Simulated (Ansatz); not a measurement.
Cost and result for the atomization energy of CH6AsGaSi, SMILES `[SiH3][As]1[CH2][GaH]1` (10 atoms, 10 bonds).

```xyz
10

Si   -0.986   -1.166   -0.053
As    1.327   -1.137   -0.036
C     1.176    0.780   -0.762
Ga    0.385    0.878    1.008
H    -1.383    0.261    0.498
H    -1.693   -1.086   -1.361
H    -1.670   -2.125    0.848
H     0.588    0.910   -1.666
H     2.172    1.204   -0.864
H     0.082    1.482    2.388
```

The species carries charge 0 and has multiplicity 1. Correlated methods include outer-core shells of As, Ga, which these sets cover unevenly. Scalar relativity is left out up to krypton. All single points use the PBE0-D4/def2-TZVP geometry. Program: Ansatz. All runs use 4 threads of an Arm Neoverse V2 on a shared host. Times are those of one run each, without the atoms' runs, and a repeat can differ threefold. Electronic energies, without spin–orbit coupling; frozen cores. CCSD(T)/CBS adds CCSD(T) − MP2 in def2-TZVPP to the MP2 limit, and its time is that of the two runs behind it. T1 = 0.014. With those shells the extrapolation isn't a true limit. B3LYP takes the VWN-RPA correlation (the form of Gaussian; ORCA's B3LYP/G).

CCSD(T)/CBS is a level of theory with its own doubt, some kJ/mol a heavy atom from the limit and from the frozen cores, so smaller differences don't rank the functionals.

```json
{"level": "revPBE-D4/def2-TZVPP", "functions": "253", "wall time": "2.9 s", "atomization (kJ/mol)": "2860.6", "difference from CCSD(T)/CBS": "-52.5", "per bond": "-5.2"}
{"level": "PBE-D4/def2-TZVPP (with forces)", "functions": "253", "wall time": "3.6 s", "atomization (kJ/mol)": "2923.3", "difference from CCSD(T)/CBS": "10.2", "per bond": "1.0"}
{"level": "PBE0-D4/def2-TZVPP", "functions": "253", "wall time": "5.5 s", "atomization (kJ/mol)": "2893.0", "difference from CCSD(T)/CBS": "-20.1", "per bond": "-2.0"}
{"level": "BHLYP-D4/def2-TZVPP", "functions": "253", "wall time": "5.5 s", "atomization (kJ/mol)": "2823.8", "difference from CCSD(T)/CBS": "-89.3", "per bond": "-8.9"}
{"level": "r2SCAN-D4/def2-TZVPP (with forces)", "functions": "253", "wall time": "7.5 s", "atomization (kJ/mol)": "2920.7", "difference from CCSD(T)/CBS": "7.6", "per bond": "0.8"}
{"level": "B3LYP-D4/def2-TZVPP (with forces)", "functions": "253", "wall time": "8 s", "atomization (kJ/mol)": "2879.8", "difference from CCSD(T)/CBS": "-33.3", "per bond": "-3.3"}
{"level": "B2PLYP/def2-TZVPP", "functions": "253", "wall time": "8.5 s", "atomization (kJ/mol)": "2845.5", "difference from CCSD(T)/CBS": "-67.6", "per bond": "-6.8"}
{"level": "PBE-QIDH/def2-TZVPP", "functions": "253", "wall time": "9 s", "atomization (kJ/mol)": "2885.9", "difference from CCSD(T)/CBS": "-27.2", "per bond": "-2.7"}
{"level": "CCSD(T)/def2-SVP", "functions": "126", "wall time": "12 s", "atomization (kJ/mol)": "2678.1", "difference from CCSD(T)/CBS": "-235.0", "per bond": "-23.5"}
{"level": "B97M-V/def2-TZVPP", "functions": "253", "wall time": "14 s", "atomization (kJ/mol)": "2929.7", "difference from CCSD(T)/CBS": "16.6", "per bond": "1.7"}
{"level": "MP2/def2-QZVPP", "functions": "485", "wall time": "34 s", "atomization (kJ/mol)": "2888.8", "difference from CCSD(T)/CBS": "-24.3", "per bond": "-2.4"}
{"level": "CCSD(T)/def2-TZVPP", "functions": "253", "wall time": "4.4 min", "atomization (kJ/mol)": "2839.7", "difference from CCSD(T)/CBS": "-73.4", "per bond": "-7.3"}
{"level": "CCSD(T)/CBS(def2)", "functions": "–", "wall time": "5 min", "atomization (kJ/mol)": "2913.1", "difference from CCSD(T)/CBS": "0.0", "per bond": "0.0"}
```

Leaving LDA and LC-ωPBE aside and taking each functional with its dispersion term where it has one, the values spread over 105.9 kJ/mol, from BHLYP-D4 to B97M-V. LDA lies +428.6 kJ/mol from PBE without D4, its usual overbinding. In def2-TZVPP, CCSD(T) changes the Hartree–Fock value by +821.4 kJ/mol (the triples alone add +54.1 kJ/mol) and MP2 by +828.3 kJ/mol; breaking electron pairs costs correlation energy, which Hartree–Fock lacks. The D4 term adds +49.4 kJ/mol with B3LYP and +25.5 kJ/mol with PBE0; it sums over pairs of atoms, weighted by their polarisabilities, and B3LYP, whose exchange is more repulsive, gets the larger term.
